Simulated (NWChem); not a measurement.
OB(F)Cl (BHOClF), optimised at PBE0/def2-SVP with NWChem:

```
Quantity                           Value
---------------------------------  -----
highest occupied level (eV)        -9.17
orbital gap (eV)                   10.00
dipole (D)                          2.08
highest harmonic frequency (cm⁻¹)   3896
zero-point energy (kcal/mol)        14.6
```

All stand in one matching conformer (torsions within 35°), which need not be the lowest.

**Question.** One B atom is replaced by Al, giving [OH][Al]([F])[Cl] (AlHOClF), optimised at the same level. How do these values move?

**Answer.** 
```csv
quantity,new value,change
highest occupied level (eV),-9.35,-0.18
orbital gap (eV),8.52,-1.48
dipole (D),1.91,-0.17
highest harmonic frequency (cm⁻¹),3991,+95
zero-point energy (kcal/mol),11.3,-3.3
```
